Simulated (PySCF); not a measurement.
**Polarisability and C₆ of Sc(3+) (scandium, charge +3)**

[Ar], closed-shell 1S. Calculation: PySCF 2.14, in x2c-QZVPPall with one added diffuse shell each of s, p, d, f, g type (12s8p6d4f3g, 121 functions); the spin-free X2C one-electron Hamiltonian (Gaussian nucleus). Coupled (time-dependent) response in atomic units; α is the mean over directions.

```csv
method,mean α (bohr³),C₆ (like pair),S(−4)
M06,2.123,5.476,0.8584
```

S(−4) is the Cauchy moment in α(ω) = α(0) + S(−4) ω² + …

α(iu) at M06:

```csv
u (hartree),α(iu) (bohr³)
0,2.123
0.0500,2.121
0.100,2.114
0.200,2.089
0.300,2.048
0.500,1.929
0.750,1.733
1.00,1.519
1.50,1.130
2.00,0.8388
3.00,0.4932
5.00,0.2228
```

A single London oscillator, α(iu) = α/(1 + u²/ω²), gives C₆ = (3/4) ω α². Matching the computed C₆ needs ω = 4 × 5.476 / (3 × 2.123²) = 1.62 hartree.

For an ion, C₆ is the dispersion term alone; charge-induced terms of lower order in 1/R come first.
